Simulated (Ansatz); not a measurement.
CH7FOSSi2, SMILES `CO[SiH2]S[SiH2]F`. The species carries charge 0 and has multiplicity 1. The structure was optimised at the PBE0-D4/def2-TZVP level. It is one conformer, not always the lowest.

```xyz
13

C    -1.259   -0.783    1.455
O    -0.960    0.595    1.548
Si   -0.179    1.447    0.400
S     1.821    0.736    0.064
Si    1.474   -0.436   -1.659
F     0.540   -1.692   -1.319
H    -1.877   -1.050    2.312
H    -1.809   -1.012    0.536
H    -0.345   -1.384    1.471
H    -0.892    1.369   -0.904
H    -0.079    2.827    0.914
H     2.788   -0.947   -2.103
H     0.775    0.329   -2.715
```

Question: What is the dipole moment at B3LYP/def2-TZVPP? (An estimate is asked.)

Answer: Computed: 0.78 D, with components (-0.38, -0.08, -0.68) D in this frame, pointing from negative to positive charge.

Question: And with PBE, r2SCAN, ωB97M-V? (An estimate is asked.)

Answer: The calculation gave: PBE 0.70 D, r2SCAN 0.77 D, ωB97M-V 0.79 D.

Question: Give the Mulliken charges with B3LYP, ωB97M-V, r2SCAN in def2-TZVPP. (Best estimate.)

Answer: Computed: 
| atom | B3LYP | ωB97M-V | r2SCAN |
| --- | --- | --- | --- |
| C1 | -0.13 | -0.19 | 0.00 |
| O2 | -0.36 | -0.34 | -0.37 |
| Si3 | 0.49 | 0.37 | 0.50 |
| S4 | -0.32 | -0.28 | -0.33 |
| Si5 | 0.57 | 0.45 | 0.59 |
| F6 | -0.32 | -0.31 | -0.32 |
| H7 | 0.11 | 0.13 | 0.07 |
| H8 | 0.10 | 0.12 | 0.06 |
| H9 | 0.11 | 0.13 | 0.07 |
| H10 | -0.08 | -0.03 | -0.07 |
| H11 | -0.06 | -0.01 | -0.07 |
| H12 | -0.06 | -0.02 | -0.07 |
| H13 | -0.07 | -0.02 | -0.07 |

B3LYP here is the variant with VWN-RPA as its local correlation; programs differ in this.
